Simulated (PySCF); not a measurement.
## Removing an electron from `C[N+](C)(C)[AlH3-]`

Compound: C3H12AlN.
Z-matrix (Å and degrees, PBE0-D3(BJ)/def2-SVP geometry), rows numbered from 1:
```
C 
N   1  1.4669
C   2  1.4669  1  110.47
C   2  1.4668  1  110.51  3   122.69
Al  2  2.0786  1  108.40  3  -118.60
H   1  1.1045  2  110.84  3   -61.04
H   1  1.0984  2  109.40  3   178.32
H   1  1.0985  2  109.38  3    59.60
H   3  1.0984  2  109.39  1  -178.35
H   3  1.1044  2  110.86  1    61.01
H   3  1.0984  2  109.37  1   -59.64
H   4  1.1044  2  110.89  1   -60.39
H   4  1.0986  2  109.37  1    60.25
H   4  1.0983  2  109.38  1   178.94
H   5  1.6095  2   99.70  1   -59.59
H   5  1.6093  2   99.75  1    60.43
H   5  1.6092  2   99.63  1  -179.56
```

Level: B3LYP/def2-SVPD (PySCF). Frontier orbitals with their largest atomic shares (Löwdin; up to four atoms above 4 %):

| orbital | ε (eV) | main atoms |
| --- | --- | --- |
| HOMO−3 | -10.26 | Al5 26 %, H17 12 %, H16 12 %, H15 12 % |
| HOMO−2 | -8.36 | N2 38 %, Al5 18 %, H16 6 %, H15 6 % |
| HOMO−1 | -7.16 | ? |
| HOMO | -7.16 | ? |
| LUMO | -0.12 | Al5 15 %, C1 10 %, C4 10 %, C3 10 % |
| LUMO+1 | 0.58 | Al5 56 %, H16 7 %, H15 7 %, H17 7 % |
| LUMO+2 | 0.99 | C4 14 %, H12 12 %, C3 12 %, Al5 10 % |

Task: What vertical ionisation energy does ΔSCF give, and how far is −ε(HOMO) from it?

Result: ΔSCF: 9.65 eV (931 kJ/mol; threshold wavelength 129 nm); ⟨S²⟩ of the doublet left behind is 0.765, against 0.75 for a pure doublet. −ε(HOMO) is 7.16 eV, 2.49 eV below it. For the exact functional −ε(HOMO) would equal the first vertical ionisation energy; B3LYP (global hybrid, 20 % exact exchange) falls short of its own ΔSCF value by 26 %.

Task: On which atoms does the HOMO lie?

Result: HOMO: Al5 36 %, H15 29 %, H17 27 %; HOMO−1: H16 37 %, Al5 36 %, H17 11 %, H15 9 %. These 2 orbitals lie within 0.02 eV of one another; within a degenerate set any mixture serves as well, and the shares of a single orbital can change with the mixture. The HOMO−2 lies 1.20 eV lower.

Task: What total energies stand behind the ΔSCF value?

Result: E(N) = -418.55096 Eh and E(N − 1) = -418.19647 Eh at the same geometry, 0.35449 Eh apart.

Task: With α = 79.8 au, estimate the like-pair dispersion coefficient by London's formula C6 = (3/4)α²I.

Result: I = 0.3545 Eh, so C6 ≈ 1690 au, a rough estimate.

Task: What kinetic energy would electrons from this vertical process carry with He I light (21.218 eV)?

Result: 21.22 − 9.65 = 11.57 eV.

Task: How many of the 10 lowest singlet excitations (vertical TDDFT, same level) lie below the ionisation energy?

Result: All 10; they run from 6.27 to 7.60 eV.

Geometry: PBE0-D3(BJ)/def2-SVP; no solvent, vibrations or thermal averaging.
